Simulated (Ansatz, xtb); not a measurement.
**Relative energy of two isomers of BH7OSeSi**

Structure a is `[SiH3][OH+][BH2-][SeH]`, a singlet and structure b is `[BH3-][SeH+][SiH2]O`, a singlet. Both are isolated molecules in the gas phase, relaxed with r2SCAN-D4/def2-SVP; each stands in its lowest conformer found.

Quicker runs give these differences E(b) − E(a): GFN2-xTB +0.109 eV; HF/STO-3G +1.252 eV (at GFN2-xTB geometries); r2SCAN-D4/def2-SVP//GFN2-xTB −0.123 eV.

Estimate E(b) − E(a) at the level CCSD(T)/def2-SVP + ΔMP2/def2-TZVPP.

Not settled: CCSD(T)/def2-SVP + ΔMP2/def2-TZVPP gives E(b) − E(a) = −0.102 eV, but this leans on the basis-set step: CCSD(T) alone gives +0.138 eV.

Level by level:

| level | geometry | E(b) − E(a) (eV) | departure from the last row (eV) | job, with rough time for the two |
| --- | --- | --- | --- | --- |
| GFN2-xTB | GFN2-xTB | +0.109 | +0.211 | optimisation, 0.23 s |
| HF/STO-3G | GFN2-xTB | +1.252 | +1.354 | single point, 0.44 s |
| r2SCAN-D4/def2-SVP//GFN2-xTB | GFN2-xTB | −0.123 | −0.022 | single point, 4.6 s |
| r2SCAN-D4/def2-SVP | r2SCAN-D4/def2-SVP | −0.044 | +0.058 | optimisation, 2.2 min |
| HF/def2-SVP | r2SCAN-D4/def2-SVP | +0.239 | +0.341 | part of the CCSD(T) run |
| MP2/def2-SVP | r2SCAN-D4/def2-SVP | +0.120 | +0.222 | part of the CCSD(T) run |
| CCSD(T)/def2-SVP | r2SCAN-D4/def2-SVP | +0.138 | +0.239 | single point |
| CCSD(T)/def2-SVP + ΔMP2/def2-TZVPP | r2SCAN-D4/def2-SVP | −0.102 |  | single point, 42 s |

As drawn, b has 1 Se–Si, 1 B–H in place of 1 B–O, 1 Si–H.

GFN2-xTB, HF/STO-3G, HF/def2-SVP, MP2/def2-SVP, CCSD(T)/def2-SVP put the two in the other order. The largest departure from CCSD(T)/def2-SVP + ΔMP2/def2-TZVPP is that of HF/STO-3G, 1.354 eV. The last row adds to CCSD(T) the change of the MP2 difference between the two basis sets, here −0.239 eV, a large step that makes the value less sure.

With harmonic frequencies from r2SCAN-D4/def2-SVP (ideal gas, rigid rotor, one conformer each, 600 K, 1 atm): on the last row, ΔE + ΔZPE = −0.106 eV. A mode under 50 cm⁻¹ makes harmonic enthalpies and free energies unreliable, so none is given.

The correlated steps freeze 16 core orbitals; the filled d shell of Se is correlated, in a basis made for valence electrons. Run with Ansatz 0.2.0, xtb 6.7.1; the last row on 2 threads of Arm Neoverse V1 on a shared host.
